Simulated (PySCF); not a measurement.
W(F)5(OH) (F5HOW), SMILES [OH][W]([F])([F])([F])([F])[F], multiplicity 1.

Geometry: PBE-D3(BJ)/def2-SVP. The multiplicity is an assumed one; other spin states were not compared. The isomer is the one that the SMILES or the coordinates give; other isomers of the formula were not compared. The def2 effective core potentials stand for the cores of W; spin–orbit coupling is left out. The values are those of a single conformer.

Level of theory: PBE-D3(BJ)/def2-SVP in PySCF.

Frequencies are harmonic and unscaled.

Modes within 1.5 cm⁻¹ of each other (mostly degenerate sets) share a row, with their intensities summed.

```json
[
 {"mode": "1–2", "ν (cm⁻¹)": "49", "IR (km/mol)": "75.0", "moving atoms (share of kinetic energy)": "H 50 %, F 36 %, O 12 %"},
 {"mode": "3", "ν (cm⁻¹)": "160", "IR (km/mol)": "0.0", "moving atoms (share of kinetic energy)": "F 100 %"},
 {"mode": "4–5", "ν (cm⁻¹)": "177", "IR (km/mol)": "1.0", "moving atoms (share of kinetic energy)": "F 75 %, H 14 %, W 11 %"},
 {"mode": "6", "ν (cm⁻¹)": "253", "IR (km/mol)": "29.1", "moving atoms (share of kinetic energy)": "F 76 %, W 21 %"},
 {"mode": "7", "ν (cm⁻¹)": "291", "IR (km/mol)": "0.0", "moving atoms (share of kinetic energy)": "F 100 %"},
 {"mode": "8–9", "ν (cm⁻¹)": "304", "IR (km/mol)": "44.2", "moving atoms (share of kinetic energy)": "F 87 %"},
 {"mode": "10–11", "ν (cm⁻¹)": "369", "IR (km/mol)": "170.5", "moving atoms (share of kinetic energy)": "O 58 %, H 24 %, F 13 %"},
 {"mode": "12", "ν (cm⁻¹)": "655", "IR (km/mol)": "0.0", "moving atoms (share of kinetic energy)": "F 100 %"},
 {"mode": "13", "ν (cm⁻¹)": "666", "IR (km/mol)": "29.3", "moving atoms (share of kinetic energy)": "F 96 %"},
 {"mode": "14–15", "ν (cm⁻¹)": "690", "IR (km/mol)": "480.1", "moving atoms (share of kinetic energy)": "F 82 %, W 17 %"},
 {"mode": "16", "ν (cm⁻¹)": "711", "IR (km/mol)": "114.6", "moving atoms (share of kinetic energy)": "F 89 %"},
 {"mode": "17", "ν (cm⁻¹)": "779", "IR (km/mol)": "93.6", "moving atoms (share of kinetic energy)": "O 82 %"},
 {"mode": "18", "ν (cm⁻¹)": "3828", "IR (km/mol)": "477.7", "moving atoms (share of kinetic energy)": "H 94 %"}
]
```
